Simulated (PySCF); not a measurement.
CdI, SMILES [Cd+][I], charge +1.

Geometry: PBE-D3(BJ)/def2-TZVP. The multiplicity is an assumed one; other spin states were not compared. The def2 effective core potentials stand for the cores of Cd, I; spin–orbit coupling is left out.

Method: PySCF with PBE-D3(BJ)/def2-TZVP.

Frequencies are harmonic and unscaled.

```csv
mode,ν (cm⁻¹),IR (km/mol),moving atoms (share of kinetic energy)
1,204,2.0,"Cd 53 %, I 47 %"
```
